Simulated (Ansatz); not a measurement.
`Cl[SiH2][ZnH]`. The species carries charge 0 and has multiplicity 1. For Zn the d shell is correlated and the shells below it are frozen. Scalar relativity is left out up to krypton.

| atom | x (Å) | y (Å) | z (Å) |
| --- | --- | --- | --- |
| Cl1 | 1.969 | 1.027 | -0.676 |
| Si2 | 0.088 | 0.134 | -0.732 |
| Zn3 | -0.531 | -0.444 | 1.498 |
| H4 | -0.819 | 1.115 | -1.388 |
| H5 | 0.205 | -1.024 | -1.660 |
| H6 | -0.911 | -0.808 | 2.958 |

(1) Give the diagnostics of a CCSD(T)/def2-TZVPP run (frozen core, the Gaussian-basis code of Ansatz). (Estimate.)

Results:

(1) Computed: T1 = 0.0135, largest single amplitude 0.023, largest double 0.025, (T) share of the correlation energy 3.3 %, 10 CCSD cycles. The RHF solution is stable towards an unrestricted one. T1 lies under the customary mark of 0.02 for closed shells.
